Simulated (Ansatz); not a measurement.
C2H5BCl2O. Total charge 0; spin multiplicity 1. The bonds changed during the relaxation, so this is another structure than the one it started from.

```xyz
11

C     0.487    1.520   -0.269
B    -0.530    0.380    0.141
C     0.018   -1.099    0.268
O    -0.540   -1.980    1.023
Cl   -1.521   -0.332   -1.381
Cl    1.383   -1.670   -0.594
H     1.145    1.242   -1.098
H     1.117    1.805    0.580
H    -0.061    2.416   -0.572
H    -1.312    0.588    1.030
H    -0.187   -2.872    0.872
```

Problem. What are the harmonic wavenumbers in cm⁻¹ at PBE0-D4/def2-TZVP (Ansatz, finite differences of forces, unscaled)? (Best estimate.)

Solution. Ansatz gave: 106, 120, 172, 198, 239, 410, 454, 509, 547, 599, 663, 806, 845, 965, 971, 1016, 1156, 1316, 1334, 1457, 1468, 1471, 2564, 3037, 3106, 3122, 3721.

Problem. Is this a minimum?

Solution. Yes, all 27 modes are real.

Problem. Give the ideal-gas thermochemistry at 298.15 K and 1 bar (rigid rotor, harmonic oscillator; point group C1, symmetry number 1).

Solution. Zero-point energy 193.6 kJ/mol; H(298) − E = 215.8 kJ/mol; entropy 359.9 J/(mol·K), of which translation 169.2, rotation 118.1, vibration 72.5; G(298) − E = 108.5 kJ/mol.

Problem. And at 400, 500, 600, 800 and 1000 K?

Solution. 
| T (K) | H − E (kJ/mol) | S (J/mol/K) | G − E (kJ/mol) |
| --- | --- | --- | --- |
| 400 | 228.7 | 397.0 | 69.9 |
| 500 | 243.4 | 429.8 | 28.5 |
| 600 | 259.7 | 459.4 | -15.9 |
| 800 | 295.8 | 511.2 | -113.1 |
| 1000 | 335.3 | 555.2 | -219.9 |

Problem. Rotational constants (cm⁻¹)?

Solution. 0.08953, 0.05774, 0.04969.
